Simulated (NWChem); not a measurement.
Molecule: C$_{3}$H$_{3}$F$_{3}$; SMILES [C@H]1(F)CC1(F)F

Computed with NWChem. The geometry was optimised at PBE0/def2-SVP.

Q: Estimate the computed values for TPSS/pcseg-2. Quantities: highest occupied level (eV); orbital gap (eV); dipole (D).

A: 
- highest occupied level (eV) = -6.96
- orbital gap (eV) = 6.84
- dipole (D) = 2.14
